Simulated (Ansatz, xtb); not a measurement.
# Relaxing a trial structure of BrH3NOSi

The starting geometry of this gas-phase doublet has its atoms placed at random.

```xyz
7

Br    0.9372    1.3055    0.9216
N    -1.4858   -0.9932    0.7926
O    -0.8927    1.5219   -1.4366
Si   -1.9711    0.6826    0.2720
H    -0.5983   -1.7589    0.5893
H     1.1408    0.9339   -0.3079
H    -0.4434    0.9115    1.8752
```

Q: One run relaxed it with r2SCAN-D4/def2-SVP. What is a likely outcome?

A: It ends as a structure given below by its coordinates. Distances that change by over a tenth: Br1–H6 (1.30 → 1.98 Å), N2–H5 (1.19 → 1.04 Å). Contacts that open: Br1–H7 (1.72 → 4.12 Å). Contacts that close: N2–H7 (2.43 → 1.02 Å), O3–Si4 (2.19 → 1.61 Å), O3–H6 (2.40 → 1.04 Å).

The energy falls by 9.14 eV over 38 steps:

```json
{"step": "1", "E − E(last) (eV)": "9.136"}
{"step": "5", "E − E(last) (eV)": "3.805"}
{"step": "9", "E − E(last) (eV)": "1.043"}
{"step": "13", "E − E(last) (eV)": "0.606"}
{"step": "17", "E − E(last) (eV)": "0.321"}
{"step": "22", "E − E(last) (eV)": "0.282"}
{"step": "26", "E − E(last) (eV)": "0.189"}
{"step": "30", "E − E(last) (eV)": "0.128"}
{"step": "34", "E − E(last) (eV)": "0.004"}
{"step": "38", "E − E(last) (eV)": "0.000"}
```

Final geometry (Å):

| atom | x (Å) | y (Å) | z (Å) |
| --- | --- | --- | --- |
| Br | 1.8714 | 0.7778 | 0.4924 |
| N | -1.1674 | -0.4114 | 0.9770 |
| O | -0.6915 | 1.5801 | -0.7908 |
| Si | -1.8373 | 0.6443 | -0.1500 |
| H | -0.1373 | -0.3415 | 1.1254 |
| H | 0.2910 | 1.4684 | -0.4834 |
| H | -1.6422 | -1.1142 | 1.5355 |

From the same start GFN2-xTB ends elsewhere, in pieces: H3NOSi + Br.

From so rough a start the end depends on the optimiser's path, so another program may land elsewhere. No frequencies were run, so the end isn't proven a minimum. Open shells are spin-unrestricted. Run with Ansatz 0.2.0, 4.5 min on 2 threads of Arm Neoverse V2 (shared host).
